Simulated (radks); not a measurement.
Ionisation of neutral iron, [Ar] 3d6 4s2, to [Ar] 3d6 4s1 as the strength of local exchange is varied. All-electron calculation, scalar-relativistic Kohn-Sham, Slater X-alpha exchange (alpha = 2/3 is LDA exchange), no correlation, spin-polarised, spherical densities, finite nucleus; open shells are filled with parallel spins first; Fermi nuclear charge, rms radius 3.7377 fm. Program: a radial shooting solver on a logarithmic mesh with Libxc functionals.

alpha  E(Fe) (hartree)  exchange (hartree)  IE (eV)  -e of the level emptied (eV)  <r> of it (bohr)
0.604      -1263.33340           -46.17553    6.497                    3.665 (4s)             3.256
0.667      -1268.16230           -51.19327    6.785                    3.979 (4s)             3.209
0.753      -1274.78481           -58.10324    7.194                    4.429 (4s)             3.146
0.889      -1285.32958           -69.17191    7.877                    5.189 (4s)             3.049
0.937      -1289.07224           -73.11961    8.128                    5.470 (4s)             3.016
1.041      -1297.21869           -81.74612    8.690                    6.105 (4s)             2.945

NIST Atomic Spectra Database: 7.902 eV (measured). The Delta-SCF value meets it near alpha = 0.89. Open shells are spherical and high-spin; term and fine-structure splittings are not resolved.
